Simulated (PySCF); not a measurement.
Compound: C8H8N (charge +1).
SMILES with atom numbers: `[CH:1]#[C:2][c:3]1[cH:4][cH:5][n+:6]([CH3:7])[cH:8][cH:9]1` (hydrogens: H10 on C1; H11 on C4; H12 on C5; H13, H14, H15 on C7; H16 on C8; H17 on C9)
Bond orders are those of one Lewis drawing.

Method: BHandHLYP/def2-SV(P) geometry optimisation, gas phase (PySCF 2.14.0); density fitting, grid level 1; the optimiser is geomeTRIC in internal coordinates, started from a GFN2-xTB structure.

Step 0: E = -9894.1076 eV
```
atom  x, y, z in Å  |  force x, y, z in eV/Å
C1      4.0463   -0.1234   -0.1126   -1.084   0.036   0.066
C2      2.8446   -0.0879   -0.0625    0.825  -0.027  -0.038
C3      1.4404   -0.0488   -0.0271   -0.555  -0.009  -0.033
C4      0.6823   -0.4244   -1.1459   -0.037   0.111   0.278
C5     -0.6889   -0.3691   -1.0854    0.251  -0.059  -0.131
N6     -1.3252    0.0347    0.0226    0.528  -0.034  -0.012
C7     -2.7683    0.0991    0.0684   -0.858   0.115   0.140
C8     -0.6231    0.3953    1.1095    0.275   0.024   0.094
C9      0.7483    0.3662    1.1222   -0.087  -0.082  -0.253
H10     5.0971   -0.1529   -0.1521    0.835  -0.025  -0.030
H11     1.1719   -0.7528   -2.0487    0.020  -0.063  -0.183
H12    -1.2961   -0.6508   -1.9329   -0.156  -0.015  -0.056
H13    -3.0944    1.1305    0.2116    0.044   0.107  -0.041
H14    -3.1966   -0.2768   -0.8577    0.059  -0.057  -0.106
H15    -3.1469   -0.4978    0.8989    0.045  -0.116   0.044
H16    -1.1881    0.7109    1.9745   -0.139   0.029   0.078
H17     1.2896    0.6601    2.0072    0.034   0.066   0.181
```

Task: Estimate the geometry and energy of step 1. (The exact step hangs on the optimiser's Hessian estimate; all steps are aligned on step 0, rigid shifts and turns removed.)

Result: E = -9894.1343 eV, largest force 0.230 eV/Å
```
atom  x, y, z in Å  |  force x, y, z in eV/Å
C1      4.0587   -0.1239   -0.0839    0.213  -0.016  -0.084
C2      2.8591   -0.0928   -0.0757   -0.135   0.011   0.060
C3      1.4403   -0.0503   -0.0433    0.077   0.007  -0.001
C4      0.6772   -0.4206   -1.1571    0.011  -0.037  -0.091
C5     -0.6934   -0.3669   -1.0915   -0.070   0.021   0.052
N6     -1.3224    0.0361    0.0244   -0.014   0.005  -0.003
C7     -2.7913    0.0994    0.0784    0.102  -0.032  -0.045
C8     -0.6141    0.3983    1.1095   -0.065  -0.017  -0.046
C9      0.7562    0.3668    1.1088    0.017   0.028   0.080
H10     5.1319   -0.1546   -0.1145   -0.121   0.006   0.037
H11     1.1518   -0.7513   -2.0740    0.003   0.013   0.037
H12    -1.3227   -0.6444   -1.9292    0.033  -0.002   0.000
H13    -3.1027    1.1371    0.2090   -0.031   0.035   0.015
H14    -3.1969   -0.2888   -0.8550   -0.023   0.000  -0.004
H15    -3.1462   -0.5107    0.9103   -0.031  -0.007   0.029
H16    -1.1885    0.7131    1.9738    0.034  -0.001   0.001
H17     1.2961    0.6654    2.0001    0.001  -0.015  -0.036
```

The energy changes by -0.0267 eV. The first-order estimate −F·Δx gives -0.0646 eV and the mean of the old and new forces, exact on a quadratic surface, -0.0274 eV. The step makes an angle of 70° with the force vector and moves no atom by more than 0.051 Å.

The cost below is that of the whole optimisation. Time: 66 s wall; peak memory 0.62 GiB. Hardware: Arm Neoverse N1, one thread, no GPU, shared host with 64 logical CPUs at a one-minute load of 36.
